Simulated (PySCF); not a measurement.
C₂H₆Al, SMILES [Al+]([CH3])[CH3], charge +1.

Geometry: TPSSh-D3(BJ)/def2-TZVP. The multiplicity is an assumed one; other spin states were not compared. The isomer is the one that the SMILES or the coordinates give; other isomers of the formula were not compared.

Two levels are set side by side: PBE/def2-TZVPD (PySCF) and B3LYP/def2-TZVPD (PySCF). Same geometry, gas phase. Differences are taken from unrounded values.

| quantity | B3LYP | PBE | PBE minus B3LYP |
|---|---|---|---|
| orbital gap (eV) | 7.09 | 5.55 | -1.54 |
| highest occupied level (eV) | -13.82 | -12.83 | 0.99 |
| lowest empty level (eV) | -6.73 | -7.28 | -0.55 |
| mean polarisability (bohr³) | 46.2 | 47.5 | 1.3 |

Without exact exchange PBE keeps part of each electron's self-repulsion, which lifts occupied levels and narrows the gap. Differences between two approximate levels are no errors against the true value.

Rough cost on one machine, each run with all the roots and properties that it gave: B3LYP against PBE within a factor of 2.
